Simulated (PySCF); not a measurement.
C$_{2}$H$_{4}$O$_{2}$, charge +1, doublet, at a GFN2-xTB geometry (a state made from the parent by changing its charge; the spin is typed, not shown lowest); DF-R2SCAN/STO-3G in PySCF.

Input for PySCF:
```python
from pyscf import gto, scf, dft

mol = gto.Mole()
mol.atom = '''
    C    -1.42721550   -0.34477446   -0.06284575
    O    -0.10832509   -0.80332889    0.05979256
    C     0.88366296    0.03530489   -0.04001311
    O     0.96130834    1.20784457    0.09580546
    H    -1.80525534   -0.41698392   -1.09967017
    H    -2.03450360   -1.08161068    0.49162085
    H    -1.53507051    0.69186288    0.28101196
    H     1.81227857   -0.57257630   -0.30059372
'''
mol.basis = 'sto-3g'
mol.charge = 1
mol.spin = 1
mol.verbose = 4
mol.build()

mf = dft.UKS(mol)
mf.xc = 'r2scan'
mf = mf.density_fit(auxbasis='def2-universal-jkfit')
mf.kernel()
```

### Question
Predict the main parts of the log of this PySCF run.

### Answer

```
PySCF version 2.14.0

[INPUT] verbose = 4
[INPUT] num. atoms = 8
[INPUT] num. electrons = 31
[INPUT] charge = 1
[INPUT] spin (= nelec alpha-beta = 2S) = 1
[INPUT] symmetry False subgroup None
[INPUT] Mole.unit = angstrom
[INPUT] Symbol           X                Y                Z      unit          X                Y                Z       unit  Magmom
[INPUT]  1 C     -1.427215500000  -0.344774460000  -0.062845750000 AA   -2.697046415734  -0.651529304145  -0.118761255593 Bohr   0.0
[INPUT]  2 O     -0.108325090000  -0.803328890000   0.059792560000 AA   -0.204704752519  -1.518071590051   0.112991562687 Bohr   0.0
[INPUT]  3 C      0.883662960000   0.035304890000  -0.040013110000 AA    1.669880980822   0.066716572958  -0.075613819292 Bohr   0.0
[INPUT]  4 O      0.961308340000   1.207844570000   0.095805460000 AA    1.816609483860   2.282495438343   0.181046080638 Bohr   0.0
[INPUT]  5 H     -1.805255340000  -0.416983920000  -1.099670170000 AA   -3.411438177509  -0.787985407148  -2.078075448654 Bohr   0.0
[INPUT]  6 H     -2.034503600000  -1.081610680000   0.491620850000 AA   -3.844654603442  -2.043947958605   0.929028763626 Bohr   0.0
[INPUT]  7 H     -1.535070510000   0.691862880000   0.281011960000 AA   -2.900862845796   1.307431358953   0.531035642127 Bohr   0.0
[INPUT]  8 H      1.812278570000  -0.572576300000  -0.300593720000 AA    3.424710158718  -1.082012392417  -0.568039805564 Bohr   0.0

nuclear repulsion = 122.492088387785
number of shells = 16
number of NR pGTOs = 72
number of NR cGTOs = 24
basis = sto-3g
ecp = {}

******** <class 'pyscf.df.df_jk.DFUKS'> ********
method = DFUKS
initial guess = minao
damping factor = 0
level_shift factor = 0
DIIS = <class 'pyscf.scf.diis.CDIIS'>
diis_start_cycle = 1
diis_space = 8
diis_damp = 0
SCF conv_tol = 1e-09
SCF conv_tol_grad = None
SCF max_cycles = 50
direct_scf = False
number electrons alpha = 16  beta = 15
XC library pyscf.dft.libxc version 7.1.2
    S. Lehtola, C. Steigemann, M. J. T. Oliveira, and M. A. L. Marques,  SoftwareX 7, 1–5 (2018)
XC functionals = r2scan
    J. W. Furness, A. D. Kaplan, J. Ning, J. P. Perdew, and J. Sun,  J. Phys. Chem. Lett. 11, 8208–8215 (2020)
    J. W. Furness, A. D. Kaplan, J. Ning, J. P. Perdew, and J. Sun,  J. Phys. Chem. Lett. 11, 9248–9248 (2020)
    J. W. Furness, A. D. Kaplan, J. Ning, J. P. Perdew, and J. Sun,  J. Phys. Chem. Lett. 11, 8208–8215 (2020)
    J. W. Furness, A. D. Kaplan, J. Ning, J. P. Perdew, and J. Sun,  J. Phys. Chem. Lett. 11, 9248–9248 (2020)
radial grids:
    Treutler-Ahlrichs [JCP 102, 346 (1995); DOI:10.1063/1.469408] (M4) radial grids

becke partition: Becke, JCP 88, 2547 (1988); DOI:10.1063/1.454033
pruning grids: <function nwchem_prune>
grids dens level: 3
symmetrized grids: False
atomic radii adjust function: <function treutler_atomic_radii_adjust>
small_rho_cutoff = 0
Set gradient conv threshold to 3.16228e-05
tot grids = 95632
init E= -226.562551403499

cycle= 1 E= -225.479425531934  delta_E= 1.08  |g|= 0.429  |ddm|= 2.61
cycle= 2 E= -225.162826503091  delta_E= 0.317  |g|= 0.883  |ddm|= 1.47
cycle= 3 E= -225.356151321703  delta_E= -0.193  |g|= 0.592  |ddm|= 1.69
cycle= 4 E= -225.591563482344  delta_E= -0.235  |g|= 0.114  |ddm|= 1.29
cycle= 5 E= -225.599245386956  delta_E= -0.00768  |g|= 0.0284  |ddm|= 0.16
cycle= 6 E= -225.59973093468  delta_E= -0.000486  |g|= 0.00889  |ddm|= 0.041
cycle= 7 E= -225.599792907379  delta_E= -6.2e-05  |g|= 0.0033  |ddm|= 0.0242
cycle= 8 E= -225.599805615104  delta_E= -1.27e-05  |g|= 0.000993  |ddm|= 0.00786
cycle= 9 E= -225.599807254764  delta_E= -1.64e-06  |g|= 0.00164  |ddm|= 0.0093
cycle= 10 E= -225.599809115644  delta_E= -1.86e-06  |g|= 0.000568  |ddm|= 0.00293
cycle= 11 E= -225.599809375852  delta_E= -2.6e-07  |g|= 0.000203  |ddm|= 0.00145
cycle= 12 E= -225.599809416204  delta_E= -4.04e-08  |g|= 4.65e-05  |ddm|= 0.000921
cycle= 13 E= -225.599809418308  delta_E= -2.1e-09  |g|= 8.32e-06  |ddm|= 0.000213
cycle= 14 E= -225.599809418378  delta_E= -6.99e-11  |g|= 1.36e-06  |ddm|= 3.8e-05
Extra cycle  E= -225.59980941837  delta_E= 8.36e-12  |g|= 4.04e-06  |ddm|= 9.2e-06
converged SCF energy = -225.59980941837  <S^2> = 0.75829099  2S+1 = 2.0082739
```
